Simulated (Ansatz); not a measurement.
`FC(F)(F)[TeH]` + `C[SeH]` → `C[Se]C(F)(F)F` + H₂Te at 500 K and 1 bar (substitution at a C–Te bond).

Isolated molecules relaxed with PBE0-D4/def2-TZVP in Ansatz; ΔE leaves out vibrations. CCSD(T)/CBS is the MP2 limit (def2-TZVPP, def2-QZVPP) plus CCSD(T) − MP2 in def2-TZVPP, frozen cores. Elements past krypton have def2 core potentials. For Se, Te outer-core shells are correlated without core-valence functions, which leaves a few kJ/mol of doubt a bond. Scalar relativity is left out up to krypton.

| species | CCSD(T)/CBS energy (Eh) | H − E (kJ/mol) | S (J/(mol·K)) |
| --- | --- | --- | --- |
| `FC(F)(F)[TeH]` | -605.73243 | 90.0 | 381.1 |
| `C[SeH]` | -2441.15625 | 142.1 | 299.3 |
| `C[Se]C(F)(F)F` | -2777.98277 | 181.3 | 419.0 |
| H₂Te | -268.91024 | 48.9 | 247.6 |

H − E and S are ideal-gas, rigid-rotor, harmonic terms from PBE0-D4/def2-TZVP. 1 Eh = 2625.50 kJ/mol, R = 8.31446 J/(mol·K).

By hand: ΔE, ΔH, ΔS and ΔG.

ΔE = (-2777.98277) + (-268.91024) − (-605.73243) − (-2441.15625) = -0.00433 Eh = -11.4 kJ/mol. Δ(H − E) = 181.3 + 48.9 − 90.0 − 142.1 = -1.9, so ΔH = -13.3 kJ/mol. ΔS = 419.0 + 247.6 − 381.1 − 299.3 = -13.8 J/(mol·K). ΔG = -13.3 − 500 × (-13.8)/1000 = -6.4 kJ/mol.

By hand: the equilibrium constant, and the temperature at which ΔG would vanish if ΔH and ΔS stayed fixed.

log₁₀ K = −ΔG/(RT ln 10) = 0.7. ΔG = 0 at ΔH/ΔS = 964 K, though so small a ΔS makes that figure unsure.

TΔS isn't small against ΔH here. A doubt of 5 kJ/mol in ΔE shifts log₁₀ K by 0.5 here. Modes under 60 cm⁻¹, often nearly free rotors, make the harmonic entropy too high. These are equilibria of isolated gas molecules and say nothing of rates. Largest T1 diagnostic: 0.012 (customary marks: 0.02 for closed shells, 0.045 for open ones).
